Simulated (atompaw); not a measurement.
# Logarithmic derivatives: Li (Z = 3), PAW (atompaw)

atompaw 4.2.0.5 input, output lines left out:

```
Li 3
GGA-PBE scalarrelativistic loggrid 1500 logderivrange -6 5 276
2 2 0 0 0 0
2 0 1
2 1 0
0 0 0
v
v
v
1
3.00 2.40 3.00 2.05
n
y
0.5
n
custom rrkj vanderbiltortho besselshape
bessel
0.45
3.00
3.00
3.00
```

The phase is arctan(r·u′/u) with u = r·R(r), unwrapped; energies in Ry, scanned from -6 to 5 Ry. A pole is an energy at which the radial function vanishes at the test radius. The pseudo phase is shifted by a multiple of π to meet the all-electron one at the reference energy, and phase errors are pseudo minus all-electron; the curves can meet again beyond the range given. Levels narrower than the energy grid can be missing from the lists of poles.

```tsv
channel	radius (bohr)	reference energy (Ry)	poles, all-electron	poles, pseudo	unbroken range about the reference energy with phases within 0.05 rad	phase error 1 Ry above the reference energy (rad)
s	3.00	-0.21	-3.82, 1.01	-3.82, 0.94	below 1.8	-0.016
p	3.00	-0.08	0.94, 4.67	0.94	below 2.0	+0.000
```

Phases in the s channel:

| E (Ry) | all-electron | pseudo |
| --- | --- | --- |
| -6.00 | 1.429 | 1.428 |
| -5.52 | 1.423 | 1.421 |
| -5.04 | 1.415 | 1.413 |
| -4.56 | 1.406 | 1.404 |
| -4.08 | 1.394 | 1.392 |
| -3.60 | -1.757 | -1.758 |
| -3.12 | -1.775 | -1.777 |
| -2.64 | -1.796 | -1.799 |
| -2.16 | -1.827 | -1.829 |
| -1.68 | -1.872 | -1.875 |
| -1.20 | -1.953 | -1.957 |
| -0.72 | -2.143 | -2.146 |
| -0.24 | -2.936 | -2.936 |
| 0.24 | -4.297 | -4.307 |
| 0.72 | -4.625 | -4.640 |
| 1.20 | -4.758 | -4.781 |
| 1.68 | -4.860 | -4.899 |
| 2.16 | -4.993 | -5.078 |
| 2.64 | -5.307 | -5.604 |
| 3.12 | -6.585 | -7.004 |
| 3.60 | -7.446 | -7.507 |
| 4.08 | -7.655 | -7.663 |
| 4.56 | -7.746 | -7.740 |
